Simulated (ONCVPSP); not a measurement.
Building the ONCV potential for B (Z = 5) (LDA (Perdew-Zunger), fully relativistic).

ONCVPSP 4.0.1 input, shortened (lines: element, Z, core and valence counts, functional; n l f; lmax; l rc ep ncon nbas qcut; lloc lpopt rc5 dvloc0; l nproj debl; icmod fcfact rcfact), LDA (Perdew-Zunger), fully relativistic:

```
  B 5.00    1    1        3      upf
    1    0    2.00
    2    0    1.00
    2
    0    1.45    0.00    4    8    5.20
    1    1.35    0.35    4    7    5.90
    2    1.10    0.44    5   10    9.30
    4    5    0.75    2.00
    0    2    3.30
    1    2    3.00
    2    1    3.40
    3    4.75    1.45
```

Open shells are filled in proportion to 2j + 1.

In the p channel the program set the typed energies aside and used 0.050, 3.050 Ha (j = l + 1/2; the other j can differ).

All-electron outer shells of the reference configuration (LDA (Perdew-Zunger), scalar-relativistic, ld1.x):

```json
{"shell": "1s", "level (eV)": "-209.12", "outermost node (bohr)": "–", "outermost maximum (bohr)": "0.21"}
{"shell": "2s", "level (eV)": "-31.34", "outermost node (bohr)": "0.46", "outermost maximum (bohr)": "1.37"}
```

What the tests gave:

```json
{
 "Cutoffs needed": "12 Ha and 37 Ha (the cutoffs (Ha) at which the residual kinetic energy of the hardest occupied pseudo-wave falls to 1 and 0.1 mHa per electron) The cutoffs count occupied waves only; projector 1 of the p channel, the hardest unoccupied one, needs 32 Ha at the loose tolerance.",
 "Ghost test": "no bound ghost flagged; no localised positive-energy state flagged",
 "Largest excitation error": "+30 meV (all-electron minus pseudo) for 2s2 2p1, out of 4 test configurations",
 "rms error of d²Exc/dni dnj": "11.69 mHa without and 0.98 mHa with the model core"
}
```

Generation and tests took about 2.9 s on one core of a shared server CPU.
